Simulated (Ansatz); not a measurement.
`CC(=S)[O][GeH3]` + H₂O → `[OH][GeH3]` + `CC(O)=S` at 400 K and 1 bar (formal hydrolysis of a Ge–O bond).

Computed with Ansatz on PBE0-D4/def2-TZVP structures; ΔE is electronic, products minus reactants. CBS: MP2 limit from def2 TZ/QZ plus the TZ coupled-cluster correction, frozen cores. This one scheme is used for every species. For Ge outer-core shells are correlated without core-valence functions, which leaves a few kJ/mol of doubt a bond. Scalar relativity is left out up to krypton. One conformer a species, not always the lowest.

```json
{"species": "`CC(=S)[O][GeH3]`", "CCSD(T)/CBS energy (Eh)": "-2628.76657", "H − E (kJ/mol)": "224.8", "S (J/(mol·K))": "400.4"}
{"species": "H₂O", "CCSD(T)/CBS energy (Eh)": "-76.37941", "H − E (kJ/mol)": "69.8", "S (J/(mol·K))": "198.6"}
{"species": "`[OH][GeH3]`", "CCSD(T)/CBS energy (Eh)": "-2153.69723", "H − E (kJ/mol)": "116.2", "S (J/(mol·K))": "291.7"}
{"species": "`CC(O)=S`", "CCSD(T)/CBS energy (Eh)": "-551.45551", "H − E (kJ/mol)": "180.0", "S (J/(mol·K))": "318.8"}
```

H − E and S are ideal-gas, rigid-rotor, harmonic terms from PBE0-D4/def2-TZVP, for one conformer and one mirror image of each species. 1 Eh = 2625.50 kJ/mol, R = 8.31446 J/(mol·K).

Task: By hand: ΔE, ΔH, ΔS and ΔG.

Result: ΔE = (-2153.69723) + (-551.45551) − (-2628.76657) − (-76.37941) = -0.00676 Eh = -17.7 kJ/mol. Δ(H − E) = 116.2 + 180.0 − 224.8 − 69.8 = 1.6, so ΔH = -16.1 kJ/mol. ΔS = 291.7 + 318.8 − 400.4 − 198.6 = 11.5 J/(mol·K). ΔG = -16.1 − 400 × (11.5)/1000 = -20.7 kJ/mol.

Task: By hand: the equilibrium constant, and the temperature at which ΔG would vanish if ΔH and ΔS stayed fixed.

Result: log₁₀ K = −ΔG/(RT ln 10) = 2.7. ΔH and −TΔS have one sign here, so there is no such temperature.

The number of gas molecules stays the same, so ΔS is small and ΔH decides. A doubt of 5 kJ/mol in ΔE shifts log₁₀ K by 0.7 here. Other conformers and mirror images would add mixing entropy, several J/(mol·K) or more a flexible species. Modes under 60 cm⁻¹, often nearly free rotors, make the harmonic entropy too high. These are equilibria of isolated gas molecules and say nothing of rates. Largest T1 diagnostic: 0.017 (customary marks: 0.02 for closed shells, 0.045 for open ones).

ΔS is within the doubt of such terms, so its sign, and with it that verdict, could turn.
